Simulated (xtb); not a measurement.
Al(H)(F)(OEt) (C2H6AlFO), SMILES [O]([AlH][F])CC. All values are semi-empirical tight-binding results from xtb (GFN2-xTB unless named), good for trends rather than for accurate numbers. Coordinates come from a GFN2-xTB optimisation. The structure was generated by enumeration; whether it is a known compound was not checked. One conformer was computed; it need not be the lowest.

Optimised geometry:

Bond lengths (Å): Al1–H2 1.494, Al1–F3 1.649, Al1–O4 1.640, O4–C5 1.401, C5–C6 1.522, C5–H7 1.096, C5–H8 1.096, C6–H9 1.087, C6–H10 1.087, C6–H11 1.087. Angles (°): H2–Al1–F3 117.0, H2–Al1–O4 119.9, F3–Al1–O4 123.1, Al1–O4–C5 169.2, O4–C5–C6 111.0, O4–C5–H7 108.6, O4–C5–H8 108.6, C6–C5–H7 110.0, C6–C5–H8 110.0, H7–C5–H8 108.6, C5–C6–H9 109.8, C5–C6–H10 110.1, C5–C6–H11 109.8, H9–C6–H10 109.3, H9–C6–H11 108.5, H10–C6–H11 109.3.
Charge 0, spin multiplicity 1.

For metal compounds this method's bond lengths and energies can be far off.

Estimate the properties. (Estimate from the structure and the level; the computed values follow.)


* **orbital gap**: 5.09 eV
* **zero-point energy**: 49.1 kcal/mol
* **G − E(el) at 298.15 K (modified RRHO)**: 29.2 kcal/mol

Computed atomic charges and the Wiberg bond orders between heavy atoms:
charges (e) Al1 0.44, H2 -0.07, F3 -0.25, O4 -0.33, C5 0.09, C6 -0.12, H7 0.04, H8 0.04, H9 0.05, H10 0.05, H11 0.05. Bond orders Al1–F3 1.26, Al1–O4 1.39, O4–C5 0.95, C5–C6 1.01.
